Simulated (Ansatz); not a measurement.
**Ligand exchange: SiH(CH3)(OH)2 + SiH3Br → Si(CH3)(OH)2(SiH3) + HBr**

Gas-phase species: SiH(CH3)(OH)2, singlet; SiH3Br `[SiH3]Br`, singlet; Si(CH3)(OH)2(SiH3), singlet; HBr (hydrogen bromide), singlet. The partners trade H for SiH3: Si–H and Br–SiH3 bonds give way to Si–SiH3 and Br–H.

Shapes, held fixed at every level: PBE0-D4/def2-TZVP. Flexible molecules stand in one conformer, not always the lowest. Programs: Ansatz 0.2.0. Electronic energies: no zero-point or thermal term.

| level | kind | ΔE (kJ/mol) | less CCSD(T)/def2-TZVPP |
| --- | --- | --- | --- |
| r2SCAN-D4/def2-TZVPP | meta-GGA | +102.7 | -1.2 |
| B3LYP-D4/def2-TZVPP | global hybrid | +101.1 | -2.8 |
| PBE0-D4/def2-TZVPP | global hybrid | +96.6 | -7.3 |
| wB97M-V/def2-TZVPP | range-separated hybrid | +110.3 | +6.4 |
| B2PLYP/def2-TZVPP | double hybrid | +111.0 | +7.1 |
| MP2/def2-TZVPP | perturbation theory | +114.9 | +11.0 |
| CCSD/def2-TZVPP | coupled cluster or CI | +106.8 | +2.9 |
| CCSD(T)/def2-TZVPP | coupled cluster or CI | +103.9 | 0.0 |

The highest level, CCSD(T)/def2-TZVPP, gives ΔE = +103.9 kJ/mol; the levels span +96.6 to +114.9. The column of differences is taken from that level and isn't an error. No measured value is set beside it here. Relativity is left out for Br. Outer-core shells of Br are correlated, in sets that cover them unevenly.
